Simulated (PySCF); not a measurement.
Compound: C3H4FGa.
Numbering: `[CH3:1][C:2]#[C:3][GaH:4][F:5]` (hydrogens: H6, H7, H8 on C1; H9 on Ga4)

Cartesian coordinates in Å at the PBE0-D3(BJ)/def2-SVP level; atoms count from 1:
```xyz
9
C3H4FGa angstrom
C     -1.984   -0.383   -0.255
C     -0.576   -0.081   -0.082
C      0.612    0.166    0.064
Ga     2.449    0.561    0.278
F      3.449   -0.785    0.801
H     -2.402    0.161   -1.116
H     -2.558   -0.092    0.639
H     -2.139   -1.460   -0.421
H      3.206    1.896    0.060
```

Method used: MP2 and CCSD/aug-cc-pVDZ in PySCF, restricted Hartree–Fock reference, 13 core orbitals frozen, non-relativistic, gas phase, PBE0-D3(BJ)/def2-SVP geometry.

E(HF) = -2138.61139 Eh.

**Question.** How large is the problem?

**Answer.** 164 basis functions and 62 electrons; 13 orbitals frozen, which leaves o = 18 correlated occupied and v = 133 virtual orbitals. That is o·v = 2394 singles and o·v(o·v + 1)/2 = 2866815 distinct closed-shell doubles amplitudes before symmetry; the costliest CCSD step grows as o²v⁴ = 1.0 × 10^11.

**Question.** What are the MP2 and CCSD correlation energies?

**Answer.** MP2 -0.7028 Eh and CCSD -0.7338 Eh, which gives totals of -2139.31423 and -2139.34523 Eh. That is 0.555 eV for each correlated electron at CCSD (1927 kJ/mol in all, 0.034 % of the total energy); MP2 gives 95.8 % of the CCSD value.

**Question.** What is the T1 diagnostic?

**Answer.** 0.0126, below the customary warning level of 0.02. It is the norm of the spatial-orbital singles amplitudes over the root of the number of correlated electrons, so the norm is 0.076.

**Question.** How does correlation change the dipole moment?

**Answer.** HF gives 3.59 D and CCSD (unrelaxed density) 3.28 D, a change of -0.31 D.

Connected triples and the basis-set limit are missing.
